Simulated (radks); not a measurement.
Results of a calculation; reference values are marked as such.
Ionisation of Br3+, [Ar] 3d10 4s2 4p2, to Br4+, [Ar] 3d10 4s2 4p1, under several functionals. Dirac Kohn-Sham, spin-unpolarised, spherical densities, finite nucleus; open shells are shared between the two j in proportion to 2j + 1; a radial shooting solver on a logarithmic mesh with Libxc functionals.

exchange-only LDA: E(Br3+) (hartree) -2597.68712; Exc (hartree) -84.64095; IE (eV) 44.899; -e(HOMO) (eV) 38.473; <r> HOMO (bohr) 1.780; IE error (eV) -2.883
revPBE: E(Br3+) (hartree) -2604.20105; Exc (hartree) -91.25753; IE (eV) 45.956; -e(HOMO) (eV) 39.586; <r> HOMO (bohr) 1.775; IE error (eV) -1.826
OLYP: E(Br3+) (hartree) -2605.12943; Exc (hartree) -92.26080; IE (eV) 45.890; -e(HOMO) (eV) 39.551; <r> HOMO (bohr) 1.777; IE error (eV) -1.892

NIST Atomic Spectra Database: 47.78 eV (measured). Closest: revPBE. The Delta-SCF values span 1.06 eV, the total energies 7.44 hartree. The highest occupied level is 4p3/2. Spin polarisation and multiplet splitting are left out, so open shells lie too high by an amount that depends on their filling. Sharing an open shell by 2j + 1 raises it above the true ground level by a part of the spin-orbit splitting, which enters the differences from NIST.

Beside tabulated values, note that spin-unpolarised runs miss the spin-polarisation part of the exchange energy of open shells.
